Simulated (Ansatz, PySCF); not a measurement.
Reaction (SMILES): Cl[Si](Br)Br → Cl[Si]Br + Br atom (the Br-Si bond at the site shown breaks; other sites are not compared here)
Each molecule is optimised on its own at B3LYP-D3(BJ)/def2-TZVP (Ansatz, a program for electronic structure). Unstable Hartree-Fock reference: Cl[Si]Br.

Wanted: bond dissociation energy (enthalpy at 298 K, with B3LYP-D3(BJ) rigid-rotor harmonic-oscillator terms from PySCF), in kcal/mol. Valence correlation only, unless marked. Open shells are spin-unrestricted. No spin-orbit coupling. The frozen core is the preceding noble-gas configuration, with the filled d and f shells of earlier blocks. Non-relativistic. CBS(X,Y): correlation extrapolated as X^-3; Hartree-Fock from the larger set.

| level | program | bond dissociation energy (kcal/mol) |
|---|---|---|
| HF/STO-3G | Ansatz | 46.4 |
| r2SCAN/def2-TZVPD | Ansatz | 61.7 |
| r2SCAN-D4/def2-TZVPD | Ansatz + dftd4 | 62.1 |
| B3LYP-D4/def2-TZVPD | Ansatz + dftd4 | 52.7 |
| PBE0-D4/def2-TZVP | Ansatz + dftd4 | 59.0 |
| PBE0/def2-TZVP | Ansatz | 57.2 |
| BHLYP-D4/def2-TZVPD | Ansatz + dftd4 | 53.3 |
| CAM-B3LYP-D4/def2-TZVPD | Ansatz + dftd4 | 52.9 |
| B2GP-PLYP/def2-TZVPD | Ansatz | 52.7 |
| RPA@PBE/def2-QZVPP | Ansatz | 44.4 |
| MP2/STO-3G | Ansatz | 46.7 |
| SCS-MP2/def2-SVP | Ansatz | 47.9 |
| CCSD/STO-3G | Ansatz | 45.8 |
| CCSD/def2-QZVPP | Ansatz | 51.3 |
| CCSD(T)/CBS(def2-TZVPP,def2-QZVPP) | Ansatz | 54.5 |
